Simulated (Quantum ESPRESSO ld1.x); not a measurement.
Values are calculated unless marked as measured or tabulated.
Is W- bound? Neutral atom [Xe] 4f14 5d4 6s2, anion [Xe] 4f14 5d5 6s2. Scalar-relativistic spherical Kohn-Sham, ld1.x of Quantum ESPRESSO 7.5; with spin, open shells are filled with parallel spins first. "No" means that the self-consistent cycle ended without a solution in which all occupied levels of the anion are bound.

method                                                                          e(HOMO) neutral (eV)  anion bound  e(HOMO) anion (eV)  EA, Delta-SCF (eV)  <r> HOMO anion (bohr)
LDA (Slater exchange, Perdew-Zunger correlation), spin-polarised                      6s down -5.133           no                   -                   -                      -
LDA (Slater exchange, Perdew-Zunger correlation) + SIC, spin-polarised                6s down -7.664          yes      6s down -1.147               1.828                   4.21
LDA (Slater exchange, Perdew-Wang correlation) + SIC, spin-polarised                  6s down -7.611          yes      6s down -1.097               1.866                   4.25
LDA (Slater exchange, Perdew-Zunger correlation) + Latter tail, spin-polarised        6s down -6.208           no                   -                   -                      -
PBE, spin-unpolarised                                                                      5d -4.480           no                   -                   -                      -
Slater X-alpha with alpha = 1, spin-unpolarised                                            6s -7.018           no                   -                   -                      -

A bound anion was found by 2 of 6 methods. Tabulated electron affinity: 0.816 eV (CRC Handbook (2014) and Andersen, Phys. Rep. 394, 157 (2004), with later updates, as tabulated in mendeleev). With the Latter tail the total energy is not variational, so no affinity is given for it.

Beside tabulated values, note that spin-unpolarised runs miss the spin-polarisation part of the exchange energy of open shells.
